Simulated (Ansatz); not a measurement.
Isolated molecules relaxed with PBE0-D4/def2-TZVP in Ansatz; ΔE leaves out vibrations. CBS: MP2 limit from def2 TZ/QZ plus the TZ coupled-cluster correction, frozen cores. This one scheme is used for every species. DFT in def2-TZVPP. For Br outer-core shells are correlated without core-valence functions, which leaves a few kJ/mol of doubt a bond. Scalar relativity is left out up to krypton. One conformer a species, not always the lowest.

`[SH][Al]([SH])[SH]` + `N[Si]Br` → `[NH2][Al]([SH])[SH]` + `S[Si]Br`  (redistribution)

| level | ΔE (eV) |
| --- | --- |
| B2PLYP | 0.32 |
| BLYP | 0.28 |
| PBE0 | 0.32 |
| r2SCAN0 | 0.33 |
| CAM-B3LYP | 0.35 |
| MP2/def2-SVP | 0.40 |
| CCSD/def2-SVP | 0.39 |
| MP2/def2-QZVPP | 0.33 |

Task: What does CCSD(T)/CBS give? (Best estimate.)

Result: Computed: +0.33 eV. The listed levels differ from it by -0.01, -0.05, -0.01, 0.00, 0.02, 0.07, 0.06, 0.00 eV.

Largest T1 diagnostic among the species: 0.012.

In def2-TZVPP, CCSD(T) changes the Hartree–Fock value by −0.06 eV (the triples alone add −0.01 eV) and MP2 by −0.06 eV. From BLYP to BHLYP (50 % exact exchange), in def2-TZVPP and without D4, ΔE moves by +0.07 eV.
